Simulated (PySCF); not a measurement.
C₄H₇NSi, SMILES CC1=CN=C[SiH2]1. Atoms are numbered in the order given.

```xyz
13

C     -0.0151     2.3661     0.0000
C     -0.1297     0.8729     0.0000
C     -1.2964     0.1869     0.0000
N     -1.3178    -1.2422     0.0000
C     -0.1520    -1.7866     0.0000
Si     1.2088    -0.4506     0.0000
H      0.5393     2.7274    -0.8833
H     -1.0050     2.8504     0.0000
H      0.5393     2.7274     0.8833
H     -2.2824     0.6661     0.0000
H     -0.0829    -2.8832     0.0000
H      2.0760    -0.4603     1.2138
H      2.0760    -0.4603    -1.2138
```
Charge 0, spin multiplicity 1.

Geometry: B3LYP-D3(BJ)/def2-SVP. The structure was generated by enumeration, and PubChem lists no compound with its InChIKey, so it may never have been made.

These are PySCF with PBE/pcSseg-1 values and carry that method's errors.

GIAO shieldings, no solvent; atoms alike by connectivity are averaged. δ = σ(ref) − σ: ¹³C against TMS (σ = 182.0 ppm); ¹⁵N against NH3 (σ = 267.0 ppm); ²⁹Si against TMS (σ = 335.4 ppm); ¹H against TMS (σ = 31.49 ppm), references at their B3LYP-D3(BJ)/def2-TZVP geometries, non-relativistic.

Question: Estimate the chemical shifts. (Estimate from the structure and the level; the computed values follow.)

Answer: 
| nucleus | atoms | count | δ (ppm) |
|---|---|---|---|
| ¹³C | C5 | 1 | 185.4 |
| ¹³C | C3 | 1 | 164.4 |
| ¹³C | C2 | 1 | 134.4 |
| ¹³C | C1 | 1 | 20.2 |
| ¹⁵N | N4 | 1 | 482.1 |
| ²⁹Si | Si6 | 1 | -53.9 |
| ¹H | H11 | 1 | 9.09 |
| ¹H | H10 | 1 | 8.13 |
| ¹H | H12, H13 | 2 | 4.91 |
| ¹H | H7, H8, H9 | 3 | 2.45 |
